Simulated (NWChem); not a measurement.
# C$_{2}$H$_{5}$NSi; SMILES [SiH2](C#C)N

```xyz
9

C      0.3373    -2.3561     0.0159
C     -0.0140    -1.1908     0.0164
Si    -0.5607     0.5660    -0.0110
N      0.8282     1.5884     0.0370
H      0.6481    -3.3860     0.0214
H     -1.3752     0.8701     1.2012
H     -1.4465     0.7029    -1.2122
H      0.7330     2.5451     0.3572
H      1.5530     1.5062    -0.6668
```
Atoms are numbered in this order, from 1.

Computed with NWChem. Coordinates come from a PBE0/def2-SVP optimisation.

Q: Order these runs by computing time, cheapest first, and give rough ratios: PBE0/aug-pcseg-1; PBE0/STO-3G; PBE0/def2-SVP.

A: PBE0/STO-3G (1), PBE0/def2-SVP (3), PBE0/aug-pcseg-1 (10). Ratios are rough, from one shared machine; the cheapest took about 4 core-seconds (a rough figure). What differs between the cheapest and the dearest: highest occupied level (eV) -3.90 → -7.58; orbital gap (eV) 8.77 → 7.01; dipole (D) 1.40 → 1.08.
